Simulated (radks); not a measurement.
Q: The titanium ion Ti4+, [Ar]. Method: non-relativistic Kohn-Sham, PBE, spin-polarised, spherical densities, point nucleus; computed with a radial shooting solver on a logarithmic mesh with Libxc functionals. Every spin shell is full or empty, so the densities are truly spherical. Functionals are evaluated on that one density, not self-consistently. Rank these orbital-free kinetic functionals by their error against the exact value of the orbitals, and give that value: Thomas-Fermi, TF + vW, TF + vW/9, TF + vW/5, LC94, revAPBEK, Perdew 92, Thakkar, Pearson, LKT, Ernzerhof.

A: Exact: 845.042 hartree. From best to worst, with 100 (|E| - |E exact|)/|E exact| (equal figures are ties): LC94 +0.03, Ernzerhof -0.19, Thakkar -0.29, revAPBEK +0.43, Perdew 92 -0.70, TF + vW/9 -0.71, Pearson -1.41, TF + vW/5 +4.22, Thomas-Fermi -6.86, LKT +27.12, TF + vW +48.52.
